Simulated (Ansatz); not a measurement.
A single P atom.

ROHF-CCSD(T) on quartet P was run in several spherical basis sets with Ansatz (development build ahead of 0.2.0). Frozen core: 5 orbitals.

Problem. Rank the basis sets by the total energy that they give, lowest first, with the distance from the lowest.
A. cc-pVDZ
B. 6-31G
C. STO-3G
D. def2-SVP
E. cc-pV(T+d)Z

Solution. E (0.00 eV), A (0.82 eV), B (3.17 eV), D (3.93 eV), C (107.56 eV).

Totals follow the description of the cores as much as that of the bonds, so this order isn't one of quality for chemistry.
